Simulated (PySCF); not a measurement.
## Trend along group 15: MTe molecules

CCSD(T) with double-zeta basis sets in PySCF, for the lowest determinant that a PBE0 search found; no spin–orbit coupling. De refers to high-spin ground-configuration atoms.

| M | basis | reference, frozen orbitals | state (unpaired electrons) | Re (Å) | ωe (cm⁻¹) | De (eV) |
| --- | --- | --- | --- | --- | --- | --- |
| P | def2-SVP | UHF, 9 | doublet (π ↑) | 2.292 | 443 | 2.32 |
| Sb | cc-pVDZ-PP | UHF, 8 | doublet (π ↑) | 2.598 | 239 | 1.98 |
| Bi | def2-SVP | UHF, 8 | doublet (π ↑) | 2.691 | 197 | 1.84 |

The shortest bond is that of TeP (2.292 Å), the longest that of BiTe (2.691 Å).

The rows differ in basis set, which adds steps of its own.

Down a group the atoms grow and get heavier, so bonds lengthen and wavenumbers fall; this series shows no clear exception.

Correlated steps freeze the inner cores (8 to 9 orbitals); shallow outer-core shells are correlated. Correlated levels converge slowly with the basis: in double zeta they bind strong bonds too weakly, by up to about 1 eV, and carry superposition errors of some tenths. These are scalar-relativistic numbers at best; spin–orbit coupling would shift them, the dissociation energy most. States were picked by a PBE0 search and need not be the measured ground states.
